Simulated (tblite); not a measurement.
Species: CH₁₁GeNSi₂.
Bonds: N1–Ge2, Ge2–Si3, Si3–C4, C4–Si5. Hydrogens: H6, H7 on N1; H8, H9 on Ge2; H10, H11 on Si3; H12, H13 on C4; H14, H15, H16 on Si5.

Computed with GFN2-xTB (tblite), gas phase: L-BFGS steps from a force-field or distance-geometry start until the largest atomic force falls under 0.01 eV/Å.

Step 55: E = -436.6378 eV
```
atom  x, y, z in Å  |  force x, y, z in eV/Å
N1     -3.2685   -0.4081   -0.1326   -0.007   0.008  -0.025
Ge2    -1.8126    0.5369    0.4233   -0.023  -0.002  -0.032
Si3     0.0086   -0.4297   -0.6757    0.013  -0.029  -0.039
C4      1.5223   -0.7403    0.4345   -0.046  -0.028  -0.018
Si5     2.6775    0.7487    0.6656   -0.030  -0.058  -0.035
H6     -3.1591   -1.4069   -0.2289   -0.013  -0.008   0.044
H7     -4.1619   -0.2270    0.3022    0.020   0.013  -0.006
H8     -1.8027    0.6292    1.9543    0.031  -0.009   0.011
H9     -2.2075    1.9464    0.0268    0.028  -0.004   0.036
H10     0.3960    0.3947   -1.8275    0.001  -0.023   0.004
H11    -0.4320   -1.7302   -1.2153    0.002   0.014  -0.001
H12     1.1933   -1.1114    1.4060    0.007   0.042   0.015
H13     2.1007   -1.5489   -0.0122    0.008   0.010  -0.010
H14     3.8821    0.3129    1.3779    0.006   0.020   0.022
H15     3.0496    1.2374   -0.6633    0.032   0.031   0.008
H16     2.0066    1.8053    1.4210   -0.027   0.023   0.026
```

Step 56: E = -436.6386 eV
```
atom  x, y, z in Å  |  force x, y, z in eV/Å
N1     -3.2677   -0.4045   -0.1306   -0.020   0.005  -0.026
Ge2    -1.8102    0.5390    0.4230   -0.010   0.008  -0.026
Si3     0.0075   -0.4347   -0.6776    0.014  -0.013  -0.020
C4      1.5243   -0.7435    0.4302   -0.030  -0.038  -0.032
Si5     2.6736    0.7504    0.6675   -0.038  -0.054  -0.033
H6     -3.1592   -1.4029   -0.2330   -0.005  -0.001   0.044
H7     -4.1590   -0.2268    0.3099    0.016   0.018  -0.006
H8     -1.8003    0.6308    1.9543    0.033  -0.012   0.010
H9     -2.2001    1.9527    0.0311    0.026  -0.025   0.032
H10     0.3930    0.3883   -1.8322    0.000  -0.037   0.012
H11    -0.4410   -1.7358   -1.2098    0.011   0.017  -0.005
H12     1.2021   -1.1269    1.3996   -0.004   0.063   0.009
H13     2.1062   -1.5455   -0.0242    0.011   0.015  -0.015
H14     3.8730    0.3252    1.3959   -0.004   0.017   0.017
H15     3.0615    1.2356   -0.6594    0.021   0.023   0.024
H16     1.9890    1.8076    1.4114   -0.021   0.014   0.017
```

Step 57: E = -436.6395 eV
```
atom  x, y, z in Å  |  force x, y, z in eV/Å
N1     -3.2688   -0.4049   -0.1307   -0.032   0.038  -0.029
Ge2    -1.8102    0.5384    0.4190    0.018   0.012  -0.009
Si3     0.0073   -0.4377   -0.6827   -0.005   0.012   0.006
C4      1.5230   -0.7428    0.4280   -0.010  -0.017  -0.061
Si5     2.6734    0.7503    0.6682   -0.043  -0.032  -0.041
H6     -3.1643   -1.4033   -0.2279    0.013  -0.035   0.035
H7     -4.1581   -0.2243    0.3121    0.000   0.029  -0.001
H8     -1.7976    0.6264    1.9513    0.034  -0.013   0.004
H9     -2.1965    1.9563    0.0356    0.018  -0.039   0.023
H10     0.3921    0.3842   -1.8390    0.000  -0.050   0.019
H11    -0.4485   -1.7396   -1.2059    0.023   0.012  -0.015
H12     1.2046   -1.1293    1.3962   -0.029   0.063   0.034
H13     2.1066   -1.5420   -0.0269    0.031  -0.015  -0.036
H14     3.8702    0.3315    1.4027    0.007  -0.002   0.026
H15     3.0741    1.2402   -0.6537    0.005   0.011   0.024
H16     1.9852    1.8058    1.4097   -0.030   0.025   0.021
```

Step 58: E = -436.6405 eV
```
atom  x, y, z in Å  |  force x, y, z in eV/Å
N1     -3.2677   -0.3993   -0.1308   -0.031   0.026  -0.020
Ge2    -1.8059    0.5399    0.4198    0.031   0.015   0.005
Si3     0.0067   -0.4425   -0.6864   -0.017   0.021   0.036
C4      1.5252   -0.7492    0.4201    0.031   0.003  -0.054
Si5     2.6665    0.7502    0.6700   -0.033   0.022   0.004
H6     -3.1646   -1.3982   -0.2300    0.019  -0.016   0.033
H7     -4.1522   -0.2212    0.3224   -0.011   0.034  -0.004
H8     -1.7937    0.6263    1.9540    0.034  -0.017  -0.017
H9     -2.1856    1.9613    0.0402    0.013  -0.049   0.021
H10     0.3898    0.3743   -1.8464    0.001  -0.051   0.016
H11    -0.4606   -1.7441   -1.1975    0.028  -0.002  -0.029
H12     1.2134   -1.1446    1.3873   -0.033   0.059   0.010
H13     2.1156   -1.5387   -0.0439    0.013  -0.017  -0.023
H14     3.8588    0.3494    1.4276   -0.044  -0.001  -0.003
H15     3.0881    1.2371   -0.6480   -0.010   0.001   0.044
H16     1.9588    1.8084    1.3976    0.005  -0.028  -0.019
```

Problem. Estimate the geometry and energy of step 59. (The exact step hangs on the optimiser's Hessian estimate; all steps are aligned on step 58, rigid shifts and turns removed.)

Solution. E = -436.6415 eV, largest force 0.081 eV/Å
```
atom  x, y, z in Å  |  force x, y, z in eV/Å
N1     -3.2684   -0.4007   -0.1340    0.005   0.018  -0.024
Ge2    -1.8053    0.5374    0.4178    0.037   0.004   0.016
Si3     0.0079   -0.4416   -0.6904   -0.033   0.025   0.050
C4      1.5225   -0.7492    0.4197    0.039   0.046  -0.054
Si5     2.6659    0.7477    0.6687   -0.025   0.055   0.016
H6     -3.1679   -1.4014   -0.2195    0.023  -0.014   0.027
H7     -4.1511   -0.2165    0.3185   -0.046   0.044   0.009
H8     -1.7910    0.6200    1.9533    0.034  -0.017  -0.028
H9     -2.1838    1.9588    0.0423    0.005  -0.036   0.017
H10     0.3924    0.3745   -1.8493    0.004  -0.043   0.006
H11    -0.4610   -1.7421   -1.1995    0.027  -0.020  -0.041
H12     1.2073   -1.1347    1.3888   -0.039   0.028   0.026
H13     2.1135   -1.5400   -0.0385    0.020  -0.052  -0.030
H14     3.8610    0.3506    1.4225   -0.035  -0.017   0.007
H15     3.0889    1.2415   -0.6450   -0.011   0.001   0.019
H16     1.9615    1.8046    1.4007   -0.003  -0.023  -0.016
```

The energy changes by -0.0011 eV. The first-order estimate −F·Δx gives -0.0014 eV and the mean of the old and new forces, exact on a quadratic surface, -0.0011 eV. The step makes an angle of 71° with the force vector and moves no atom by more than 0.012 Å.

What follows is the cost of the whole relaxation. Time: 1.3 s of wall time. Hardware: one thread of an Intel Xeon at 2.70 GHz, shared host.
